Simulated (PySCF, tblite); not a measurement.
Isomers of C5H9NOSi. Computed with GFN2-xTB (tblite): harmonic, unscaled wavenumbers at the GFN2-xTB geometry, gas phase. This tight-binding method is rough: wavenumbers can miss measured ones by several per cent, in bad cases by 10 to 20. Modes of hydrogen on silicon can be 10 to 20 % off. One conformer each.

Electronic energies: PBE0/pcSseg-1 single points on the GFN2-xTB geometries (PySCF, gas phase).

```csv
SMILES,"electronic energy, lowest = 0 (kcal/mol)"
CO[C@@H]1C[C@]1([SiH3])C#N,54.0
C#CCNC(=O)C[SiH3],49.0
Cn1ccc(O[SiH3])c1,10.1
N#CC[C@@H]1CCO[SiH2]1,4.4
CC(/C=N\[SiH3])=C/C=O,42.0
C[Si](C)(C=O)CC#N,13.4
C=CC[Si@H](O)CC#N,0.0
```

Task: How do GFN2-xTB zero-point energies change the relative energies?

Result: 
```json
{"SMILES": "C=CC[Si@H](O)CC#N", "ZPE (kcal/mol)": "79.6", "of it from modes above 1550 cm⁻¹": "44.7", "electronic (kcal/mol)": "0.0", "with ZPE, lowest = 0 (kcal/mol)": "0.0", "lowest mode (cm⁻¹)": "28", "rings": "0"}
{"SMILES": "N#CC[C@@H]1CCO[SiH2]1", "ZPE (kcal/mol)": "81.7", "of it from modes above 1550 cm⁻¹": "39.7", "electronic (kcal/mol)": "4.4", "with ZPE, lowest = 0 (kcal/mol)": "6.6", "lowest mode (cm⁻¹)": "58", "rings": "1"}
{"SMILES": "Cn1ccc(O[SiH3])c1", "ZPE (kcal/mol)": "79.1", "of it from modes above 1550 cm⁻¹": "38.4", "electronic (kcal/mol)": "10.1", "with ZPE, lowest = 0 (kcal/mol)": "9.7", "lowest mode (cm⁻¹)": "18", "rings": "1"}
{"SMILES": "C[Si](C)(C=O)CC#N", "ZPE (kcal/mol)": "79.4", "of it from modes above 1550 cm⁻¹": "44.3", "electronic (kcal/mol)": "13.4", "with ZPE, lowest = 0 (kcal/mol)": "13.2", "lowest mode (cm⁻¹)": "5", "rings": "0"}
{"SMILES": "CC(/C=N\\[SiH3])=C/C=O", "ZPE (kcal/mol)": "76.6", "of it from modes above 1550 cm⁻¹": "42.5", "electronic (kcal/mol)": "42.0", "with ZPE, lowest = 0 (kcal/mol)": "38.9", "lowest mode (cm⁻¹)": "39", "rings": "0"}
{"SMILES": "C#CCNC(=O)C[SiH3]", "ZPE (kcal/mol)": "76.8", "of it from modes above 1550 cm⁻¹": "42.2", "electronic (kcal/mol)": "49.0", "with ZPE, lowest = 0 (kcal/mol)": "46.2", "lowest mode (cm⁻¹)": "29", "rings": "0"}
{"SMILES": "CO[C@@H]1C[C@]1([SiH3])C#N", "ZPE (kcal/mol)": "77.7", "of it from modes above 1550 cm⁻¹": "39.0", "electronic (kcal/mol)": "54.0", "with ZPE, lowest = 0 (kcal/mol)": "52.1", "lowest mode (cm⁻¹)": "68", "rings": "1"}
```

The zero-point energies span 5.1 kcal/mol, from `CC(/C=N\[SiH3])=C/C=O` to `N#CC[C@@H]1CCO[SiH2]1`. The order is unchanged.

Task: And how do the electronic energies of GFN2-xTB itself compare?

Result: `C=CC[Si@H](O)CC#N` 56.2; `N#CC[C@@H]1CCO[SiH2]1` 30.1; `Cn1ccc(O[SiH3])c1` 0.0; `C[Si](C)(C=O)CC#N` 100.0; `CC(/C=N\[SiH3])=C/C=O` 67.0; `C#CCNC(=O)C[SiH3]` 77.8; `CO[C@@H]1C[C@]1([SiH3])C#N` 80.2 kcal/mol, lowest = 0. Against the energies above, taken from the same isomer `C=CC[Si@H](O)CC#N`, the largest difference is 66.3 kcal/mol.

Task: What do entropy and thermal enthalpy add at 298.15 K and 1 bar (rigid rotor, harmonic oscillator, one conformer each)?

Result: 
```csv
SMILES,point group,symmetry number,S (cal/(mol K)),H − H(0) (kcal/mol),ZPE + H − H(0) − TS (kcal/mol)
C=CC[Si@H](O)CC#N,C1,1,103.7,7.38,56.0
N#CC[C@@H]1CCO[SiH2]1,C1,1,91.7,6.06,60.4
CC(/C=N\[SiH3])=C/C=O,C1,1,101.5,7.26,53.6
C#CCNC(=O)C[SiH3],C1,1,103.4,7.31,53.3
CO[C@@H]1C[C@]1([SiH3])C#N,C1,1,98.3,6.99,55.4
```

Not tabulated: `Cn1ccc(O[SiH3])c1` (lowest mode only 18 cm⁻¹); `C[Si](C)(C=O)CC#N` (lowest mode only 5 cm⁻¹).
